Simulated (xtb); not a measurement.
xtb input (GFN2-xTB):

```bash
xtb mol.xyz --gfn 2 --sp --chrg 1 --uhf 0
```
mol.xyz:
```
6

W      0.01718860     0.00631771     0.00349031
H      0.70825666     1.29363694    -0.90529269
H     -1.28020020     0.72087477     0.82458585
H      0.99179209    -0.66878051     1.25050388
H     -1.53056825    -0.56256353    -0.31079656
H     -0.16123676    -1.25067791    -1.11728344
```

End of the output:

```
         :::::::::::::::::::::::::::::::::::::::::::::::::::::
         ::                     SUMMARY                     ::
         :::::::::::::::::::::::::::::::::::::::::::::::::::::
         :: total energy              -4.693482761674 Eh    ::
         :: gradient norm              0.126800893011 Eh/a0 ::
         :: HOMO-LUMO gap              2.244669774220 eV    ::
         ::.................................................::
         :: SCC energy                -4.710877775121 Eh    ::
         :: -> isotropic ES           -0.299226368670 Eh    ::
         :: -> anisotropic ES         -0.000272708250 Eh    ::
         :: -> anisotropic XC          0.005203057943 Eh    ::
         :: -> dispersion             -0.002570085889 Eh    ::
         :: repulsion energy           0.017395013447 Eh    ::
         :: add. restraining           0.000000000000 Eh    ::
         :: total charge               1.000000000000 e     ::
         :::::::::::::::::::::::::::::::::::::::::::::::::::::

           -------------------------------------------------
          |                Property Printout                |
           -------------------------------------------------

    * Orbital Energies and Occupations

         #    Occupation            Energy/Eh            Energy/eV
      -------------------------------------------------------------
         1        2.0000           -0.8868238             -24.1317
         2        2.0000           -0.7676626             -20.8892
         3        2.0000           -0.7593517             -20.6630
         4        2.0000           -0.7141351             -19.4326
         5        2.0000           -0.5475788             -14.9004 (HOMO)
         6                         -0.4650887             -12.6557 (LUMO)
         7                         -0.4604970             -12.5308
         8                         -0.4407047             -11.9922
         9                         -0.4373826             -11.9018
        10                         -0.1886512              -5.1335
        11                          0.3116555               8.4806
Note: The following floating-point exceptions are signalling: IEEE_DENORMAL
normal termination of xtb
        12                          0.3211171               8.7380
        13                          0.3723377              10.1318
        14                          0.9677537              26.3339
      -------------------------------------------------------------
                  HL-Gap            0.0824901 Eh            2.2447 eV
             Fermi-level           -0.5063338 Eh          -13.7780 eV

     #   Z          covCN         q      C6AA      α(0)
     1  74 W        4.640     1.553   340.332    40.688
     2   1 H        0.921    -0.031     3.663     2.993
     3   1 H        0.931    -0.164     8.465     4.549
     4   1 H        0.921    -0.031     3.663     2.993
     5   1 H        0.935    -0.162     8.305     4.506
     6   1 H        0.931    -0.164     8.465     4.549

 Mol. C6AA /au·bohr⁶  :        946.979942
 Mol. C8AA /au·bohr⁸  :      76560.761009
 Mol. α(0) /au        :         60.279380

Wiberg/Mayer (AO) data.
largest (>0.10) Wiberg bond orders for each atom

 ---------------------------------------------------------------------------
     #   Z sym  total        # sym  WBO       # sym  WBO       # sym  WBO
 ---------------------------------------------------------------------------
     1  74 W    4.800 --     4 H    0.973     2 H    0.973     5 H    0.967
                             6 H    0.944     3 H    0.944
     2   1 H    0.999 --     1 W    0.973
     3   1 H    0.973 --     1 W    0.944
     4   1 H    0.999 --     1 W    0.973
     5   1 H    0.974 --     1 W    0.967
     6   1 H    0.973 --     1 W    0.944
 ---------------------------------------------------------------------------

Topologies differ in total number of bonds
Writing topology from bond orders to xtbtopo.mol

molecular dipole:
                 x           y           z       tot (Debye)
 q only:        0.866       0.318       0.176
   full:        1.033       0.380       0.210       2.848
molecular quadrupole (traceless):
                xx          xy          yy          xz          yz          zz
 q only:       -0.946      -0.152       0.331       0.259      -1.570       0.615
  q+dip:       -0.218       0.569      -0.022       0.887      -2.451       0.241
   full:       -0.351       0.353       0.056       0.657      -1.999       0.295

           -------------------------------------------------
          | TOTAL ENERGY               -4.693482761674 Eh   |
          | GRADIENT NORM               0.126800893011 Eh/α |
          | HOMO-LUMO GAP               2.244669774220 eV   |
           -------------------------------------------------

------------------------------------------------------------------------
------------------------------------------------------------------------
 total:
 SCF:
```

This state (charge 1, singlet) is run at the relaxed geometry of the species with charge 0 and multiplicity 2.
